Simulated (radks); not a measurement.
Values are calculated unless marked as measured or tabulated.
All-electron atom: neutral hydrogen in 1s1. Code: a radial shooting solver on a logarithmic mesh with Libxc functionals. Model: scalar-relativistic Kohn-Sham, r2SCAN, spin-polarised, spherical densities, finite nucleus; open shells are filled with parallel spins first; meta-GGA in the generalised Kohn-Sham scheme; Gaussian nuclear charge, rms radius 0.8783 fm.

Normalised radial functions P(r) = r R(r), r in bohr:

r         1s up
0.0586   0.1119
0.06822  0.1290
0.07942  0.1485
0.09246  0.1706
0.1076   0.1956
0.1253   0.2237
0.1459   0.2550
0.1698   0.2897
0.1977   0.3279
0.2302   0.3693
0.2658   0.4112
0.3094   0.4579
0.3602   0.5061
0.4194   0.5545
0.4882   0.6016
0.5684   0.6452
0.6617   0.6828
0.7703   0.7114
0.8968   0.7282
1.044    0.7301
1.215    0.7149
1.415    0.6812
1.647    0.6289
1.918    0.5599
2.232    0.4780
2.599    0.3889
3.025    0.2992
3.522    0.2159
4.1      0.1448
4.773    0.0893
5.557    0.0501

1s up: eigenvalue -8.026 eV, 0 radial nodes, <r> = 1.52 bohr, 90 % of the charge inside 2.71 bohr.
